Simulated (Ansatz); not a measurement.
Consider the cleavage of the Si–Si bond: `O[SiH2][SiH2][SiH3]` + `O[SiH2]S` → `[SiH3][SiH2]O[SiH2]S` + `O[SiH3]`.

Calculated with Ansatz (gas phase, PBE0-D4/def2-TZVP geometries, no zero-point term in ΔE). CBS: MP2 limit from def2 TZ/QZ plus the TZ coupled-cluster correction, frozen cores. Functionals use def2-TZVPP. B3LYP here is the variant with VWN-RPA as its local correlation; programs differ in this. One conformer a species, not always the lowest.

(1) Is it downhill or uphill in electronic energy at CCSD(T)/CBS, and by how much? (An estimate is asked.)

(2) What do these levels give: PBE-D4, r2SCAN-D4, PBE0-D4, ωB97M-V, B2PLYP, B3LYP, SCS-MP2/def2-TZVPP, CCSD(T)/def2-TZVPP, MP2/def2-QZVPP, HF/CBS(def2), MP2/CBS(def2), CCSD/CBS(def2)? (Best estimate.)

Largest T1 diagnostic among the species: 0.013.

## Answers

(1) Ansatz gave: Downhill: ΔE = -22.9 kcal/mol.

(2) The calculation gave: PBE-D4 -16.5, r2SCAN-D4 -20.8, PBE0-D4 -18.6, ωB97M-V -23.4, B2PLYP -23.4, B3LYP -22.0, SCS-MP2/def2-TZVPP -25.7, CCSD(T)/def2-TZVPP -22.9, MP2/def2-QZVPP -24.7, HF/CBS(def2) -29.3, MP2/CBS(def2) -24.5, CCSD/CBS(def2) -23.7 kcal/mol.

In def2-TZVPP, CCSD(T) changes the Hartree–Fock value by +5.7 kcal/mol (the triples alone add +0.8 kcal/mol) and MP2 by +4.2 kcal/mol. The D4 term adds −1.5 kcal/mol with B3LYP and −0.9 kcal/mol with PBE0; it sums over pairs of atoms, weighted by their polarisabilities, and B3LYP, whose exchange is more repulsive, gets the larger term.
